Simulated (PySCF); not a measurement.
Gas-phase reaction: GeF₂ + I₂ = GeI₂ + F₂. Level: PBE0/def2-TZVP; standard pressure 1 bar.

Energies from PySCF, thermal terms from the rigid-rotor harmonic-oscillator model, ideal gas at 1 bar. All species are closed-shell singlets. I: scalar-relativistic def2 core potential, no spin-orbit coupling. Ge: all electrons, no relativistic terms. The harmonic model lacks anharmonicity and excited electronic states, which grow with temperature; levels with a mode under 35 cm⁻¹ are left out. Soft modes under 120 cm⁻¹ make the harmonic entropy rough for GeI₂.

```tsv
T (K)	1000/T (1/K)	log10 K
1200	0.8333	-21.27
1400	0.7143	-18.18
1600	0.6250	?
1800	0.5556	-14.07
2000	0.5000	-12.64
2500	0.4000	-10.05
```

Task: Fit log10 K = a + b·(1000/T) to the five rows, get the mean ΔH° and ΔS°, and predict log10 K at 1600 K.

Result: Means: 1000/T = 0.6006, log10 K = -15.242. Sums of products about the means: Sxy = -3.09278, Sxx = 0.119463, so b = Sxy/Sxx = -25.89 and a = -15.242 − (-25.89)×0.6006 = 0.31.
ΔH° = −R ln 10 × 1000 K × b = −19.145 × (-25.89) = 496 kJ; ΔS° = R ln 10 × a = 6 J/K. The run's own values go from 496 kJ and 6 J/K at 1200 K to 496 kJ and 6 J/K at 2500 K.
Prediction at 1600 K: 0.31 + (-25.89)×0.6250 = -15.87. The computed value is -15.87, 0.00 from the line.
For scale, ΔH°(298 K) is 496 kJ at this level, 520 kJ at ωB97M-V/def2-TZVP†, and runs from 453 to 561 kJ over the 18 levels computed († marks an energy on the PBE0/def2-TZVP geometry).
